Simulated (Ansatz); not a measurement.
`[F][GeH]([Cl])[I]` + NH₃ → `[NH2][GeH]([F])[Cl]` + HI at 700 K and 1 bar (ligand exchange at a Ge–I bond).

Isolated molecules relaxed with PBE0-D4/def2-TZVP in Ansatz; ΔE leaves out vibrations. CCSD(T)/CBS adds triple-zeta CCSD(T) − MP2 to the extrapolated MP2 energy (def2 sets, frozen cores). This one scheme is used for every species. def2 core potentials past Kr. For Ge, I outer-core shells are correlated without core-valence functions, which leaves a few kJ/mol of doubt a bond. Scalar relativity is left out up to krypton. Each species was taken in one conformer, which may not be the lowest.

```json
{"species": "`[F][GeH]([Cl])[I]`", "CCSD(T)/CBS energy (Eh)": "-2933.83800", "H − E (kJ/mol)": "87.0", "S (J/(mol·K))": "423.8"}
{"species": "NH₃", "CCSD(T)/CBS energy (Eh)": "-56.50880", "H − E (kJ/mol)": "116.9", "S (J/(mol·K))": "226.5"}
{"species": "`[NH2][GeH]([F])[Cl]`", "CCSD(T)/CBS energy (Eh)": "-2692.28962", "H − E (kJ/mol)": "161.3", "S (J/(mol·K))": "421.9"}
{"species": "HI", "CCSD(T)/CBS energy (Eh)": "-298.03592", "H − E (kJ/mol)": "34.6", "S (J/(mol·K))": "231.7"}
```

H − E and S are ideal-gas, rigid-rotor, harmonic terms from PBE0-D4/def2-TZVP, for one conformer and one mirror image of each species. 1 Eh = 2625.50 kJ/mol, R = 8.31446 J/(mol·K).

Q: By hand: ΔE, ΔH, ΔS and ΔG.

A: ΔE = (-2692.28962) + (-298.03592) − (-2933.83800) − (-56.50880) = 0.02126 Eh = 55.8 kJ/mol. Δ(H − E) = 161.3 + 34.6 − 87.0 − 116.9 = -8.0, so ΔH = 47.8 kJ/mol. ΔS = 421.9 + 231.7 − 423.8 − 226.5 = 3.3 J/(mol·K). ΔG = 47.8 − 700 × (3.3)/1000 = 45.5 kJ/mol.

Q: By hand: the equilibrium constant, and the temperature at which ΔG would vanish if ΔH and ΔS stayed fixed.

A: log₁₀ K = −ΔG/(RT ln 10) = -3.4. ΔG = 0 at ΔH/ΔS = 14485 K, far beyond where these terms or the molecules hold.

The number of gas molecules stays the same, so ΔS is small and ΔH decides. A doubt of 5 kJ/mol in ΔE shifts log₁₀ K by 0.4 here. Other conformers and mirror images would add mixing entropy, several J/(mol·K) or more a flexible species. These are equilibria of isolated gas molecules and say nothing of rates. Largest T1 diagnostic: 0.011 (customary marks: 0.02 for closed shells, 0.045 for open ones).
